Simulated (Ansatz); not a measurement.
Consider the redistribution: `O=C[SiH2]F` + `COB(N)Br` → `O=C[SiH2]Br` + `COB(N)F`.

Computed with Ansatz on PBE0-D4/def2-TZVP structures; ΔE is electronic, products minus reactants. CBS: MP2 limit from def2 TZ/QZ plus the TZ coupled-cluster correction, frozen cores. This one scheme is used for every species. Functionals use def2-TZVPP. B3LYP here is the variant with VWN-RPA as its local correlation; programs differ in this. For Br outer-core shells are correlated without core-valence functions, which leaves a few kJ/mol of doubt a bond. Scalar relativity is left out up to krypton. Each species was taken in one conformer, which may not be the lowest.

`O=C[SiH2]F`:

Cartesian coordinates in Å:
```
O 0.143 1.693 -1.083
C -0.184 1.126 -0.070
Si 0.126 -0.763 0.043
F -0.378 -1.309 1.459
H -0.651 1.698 0.765
H -0.637 -1.433 -1.034
H 1.580 -1.012 -0.081
```

`COB(N)Br`:

```xyz
10

C    -0.216   -0.001    1.694
O     0.218   -0.505    0.450
B     0.029    0.119   -0.733
N     0.491   -0.455   -1.917
Br   -0.891    1.841   -0.842
H     0.240    0.969    1.908
H    -1.302    0.110    1.718
H     0.089   -0.717    2.457
H     0.970   -1.338   -1.921
H     0.372   -0.024   -2.815
```

`O=C[SiH2]Br`:

Z-matrix (Å, degrees):
```
Si
C 1 1.926
Br 1 2.218 2 109.2
H 1 1.480 2 108.8 3 119.4
H 1 1.480 2 108.8 3 -119.3
O 2 1.203 1 118.8 3 -179.0
H 2 1.114 1 120.6 3 1.1
```

`COB(N)F`:

```xyz
10

C    -1.379   -0.405    0.892
O    -0.563   -0.353   -0.259
B     0.653    0.253   -0.213
N     1.467    0.311   -1.351
F     1.088    0.805    0.934
H    -2.278   -0.965    0.632
H    -1.669    0.597    1.221
H    -0.874   -0.910    1.720
H     1.187   -0.085   -2.229
H     2.368    0.751   -1.347
```

```
             level  ΔE (kJ/mol)  difference from CCSD(T)/CBS
            PBE-D4        -24.3                         -5.8
         r2SCAN-D4        -24.2                         -5.7
           PBE0-D4        -26.6                         -8.1
          B3LYP-D4        -22.3                         -3.8
           ωB97M-V        -22.4                         -3.9
            r2SCAN        -24.5                         -6.0
              PBE0        -27.9                         -9.4
     HF/def2-TZVPP        -30.9                        -12.4
SCS-MP2/def2-TZVPP        -15.1                          3.4
     MP2/CBS(def2)        -13.7                          4.8
       CCSD(T)/CBS        -18.5                            0
```

Largest T1 diagnostic among the species: 0.014.

In def2-TZVPP, CCSD(T) changes the Hartree–Fock value by +12.1 kJ/mol (the triples alone add +1.8 kJ/mol) and MP2 by +16.8 kJ/mol.
